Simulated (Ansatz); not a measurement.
`C[Se][Ti]([F])([F])[Se]C` + `[OH][Al]([F])[F]` → `C[Se][Al]([F])[F]` + `C[Se][Ti]([OH])([F])[F]`  (redistribution)

Calculated with Ansatz (gas phase, PBE0-D4/def2-TZVP geometries, no zero-point term in ΔE). CBS: MP2 limit from def2 TZ/QZ plus the TZ coupled-cluster correction, frozen cores. Functionals use def2-TZVPP. B3LYP here is the variant with VWN-RPA as its local correlation; programs differ in this. For Se, Ti outer-core shells are correlated without core-valence functions, which leaves a few kJ/mol of doubt a bond. Scalar relativity is left out up to krypton. One conformer a species, not always the lowest.

CCSD(T)/CBS gives +4.1 kJ/mol.

(1) Another level gave -9.5 kJ/mol. Which?
A. B3LYP/def2-TZVPP
B. r2SCAN-D4/def2-TZVPP
C. B2PLYP/def2-TZVPP
D. ωB97X-V/def2-TZVPP

Largest T1 diagnostic among the species: 0.022, so the coupled-cluster value is less sure than usual.

## Answers

(1) A. B3LYP -9.5, ωB97X-V -16.0, B2PLYP 5.5, r2SCAN-D4 -4.0 kJ/mol.

In def2-TZVPP, CCSD(T) changes the Hartree–Fock value by +30.7 kJ/mol (the triples alone add +9.8 kJ/mol) and MP2 by +45.1 kJ/mol. The D4 term adds +7.5 kJ/mol with B3LYP and +4.5 kJ/mol with PBE0; it sums over pairs of atoms, weighted by their polarisabilities, and B3LYP, whose exchange is more repulsive, gets the larger term.
